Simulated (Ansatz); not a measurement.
Reaction (cleavage of the Si–Al bond): `[OH][AlH][SiH2][SeH]` + CH₃OH → `CO[SiH2][SeH]` + `[OH][AlH2]`

Isolated molecules relaxed with PBE0-D4/def2-TZVP in Ansatz; ΔE leaves out vibrations. CCSD(T)/CBS adds triple-zeta CCSD(T) − MP2 to the extrapolated MP2 energy (def2 sets, frozen cores). This one scheme is used for every species. For Se outer-core shells are correlated without core-valence functions, which leaves a few kJ/mol of doubt a bond. Scalar relativity is left out up to krypton. Each species was taken in one conformer, which may not be the lowest.

`[OH][AlH][SiH2][SeH]`:

Z-matrix (Å, degrees):
```
Si
Al 1 2.441
Se 1 2.294 2 106.5
H 1 1.491 2 113.0 3 -120.6
H 1 1.490 2 113.2 3 119.2
O 2 1.700 1 111.2 3 5.7
H 2 1.587 1 129.0 3 -174.4
H 3 1.469 1 92.4 2 -5.9
H 6 0.956 2 124.4 1 -180.0
```

CH₃OH:

Z-matrix (Å, degrees):
```
C
O 1 1.409
H 1 1.097 2 112.4
H 1 1.090 2 107.0 3 -118.5
H 1 1.097 2 112.4 3 123.0
H 2 0.959 1 108.5 3 -61.6
```

`CO[SiH2][SeH]`:

Z-matrix (Å, degrees):
```
C
O 1 1.411
H 1 1.096 2 111.3
H 1 1.096 2 111.6 3 121.5
H 1 1.091 2 108.1 3 -119.1
Si 2 1.639 1 122.4 3 -70.6
Se 6 2.261 2 109.9 1 -170.9
H 6 1.487 2 109.0 1 -48.8
H 6 1.486 2 111.8 1 72.8
H 7 1.469 6 92.7 2 71.4
```

`[OH][AlH2]`:

```xyz
5

O     1.211   -0.091   -0.072
Al   -0.447    0.107    0.225
H     1.562   -0.417   -0.898
H    -1.495   -0.256   -0.906
H    -0.832    0.658    1.652
```

| level | ΔE (kJ/mol) |
| --- | --- |
| CCSD/def2-SVP | -76.4 |
| MP2/def2-QZVPP | -92.3 |

Task: What does CCSD(T)/CBS give? (An estimate is asked.)

Result: Computed: -82.7 kJ/mol. The listed levels differ from it by 6.3, -9.6 kJ/mol.

Largest T1 diagnostic among the species: 0.012.

From BLYP to BHLYP (50 % exact exchange), in def2-TZVPP and without D4, ΔE moves by −11.8 kJ/mol. At CCSD(T), def2-SVP lies +7.5 kJ/mol from the extrapolated value and def2-TZVPP −0.6 kJ/mol. Leaving LDA and LC-ωPBE aside and taking each functional with its dispersion term where it has one, the values, not all of them listed here, spread over 32.5 kJ/mol, from B97M-V to PBE-D4. LDA lies −4.6 kJ/mol from PBE without D4.
